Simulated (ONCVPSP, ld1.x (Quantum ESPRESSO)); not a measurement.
# Potentials for carbon compared

Generated with ld1.x 7.5 (TM, RRKJ, ultrasoft, PAW), atompaw 4.2 or ONCVPSP 4.0.1. The cutoff is in Ry: for ld1.x and atompaw files where the sum of valence levels is converged to 10 mRy in a Bessel basis, for ONCV files where the hardest occupied wave has 1 mHa per electron of residual kinetic energy. The error is the largest all-electron minus pseudo excitation energy over each file’s own four to seven test configurations (ionisations up to +4, promotions, holes and added fractions of an electron), all of which were solved. The labels leave out finer settings (local radius, basis sizes, second energies), which also bear on the numbers. Spin-polarised tests are not counted. The rows are a selection from randomly drawn settings: files with unsolved tests, undetermined cutoffs or missed reference levels are left out.

```tsv
potential	cutoff (Ry)	largest error (meV)	bound ghosts
ONCV, PBE, scalar-relativistic, rc 1.00/1.90 (sp), local smoothed, core correction yes, reference 2s2 2p1, qcut 8.2/6, projectors 2/2	44	+395	none
ONCV, PBE, scalar-relativistic, rc 1.10/2.75/2.30 (spd), local smoothed, core correction yes, reference 2s2 2p0.5, qcut 5.9/6.3/3.6, projectors 1/1/2	41	+561	none
ONCV, BLYP, scalar-relativistic, rc 1.10/2.60 (sp), local smoothed, core correction yes, reference 2s2 2p2, qcut 4.7/5.4, projectors 1/2	108	+1608	none
ONCV, LDA (Perdew-Zunger), scalar-relativistic, rc 1.30/1.85 (sp), local smoothed, core correction no, reference 2s2 2p2, qcut 5.5/7, projectors 2/3	36	+490	none
ONCV, PBEsol, scalar-relativistic, rc 1.15/2.60/2.70 (spd), local smoothed, core correction yes, reference 2s2 2p1, qcut 5.2/5.8/4, projectors 2/3/2	54	+697	none
ONCV, PBE, scalar-relativistic, rc 0.85/2.45/2.10 (spd), local s, core correction yes, reference 2s2 2p1, qcut 6.7/5/4.6, projectors 0/2/2	41	+950	none
ultrasoft, LDA (PZ), scalar-relativistic, rc 1.45/2.50/2.80 (spd), local smoothed, core correction no, reference 2s2 2p2	12	+257	none
```

Problem. Fill in the row for C: ONCV, PBE, scalar-relativistic, rc 0.95/2.25 (sp), local smoothed, core correction yes, reference 2s2 2p1.5, qcut 6.6/5.9, projectors 2/1.

Solution. cutoff 39 Ry, largest error +346 meV, bound ghosts: none.

Problem. Fill in the row for C: ONCV, PBEsol, scalar-relativistic, rc 1.25/2.05/1.85 (spd), local smoothed, core correction yes, reference 2s2 2p2, qcut 5.2/5.3/5.5, projectors 2/2/2.

Solution. cutoff 29 Ry, largest error +825 meV, bound ghosts: none.
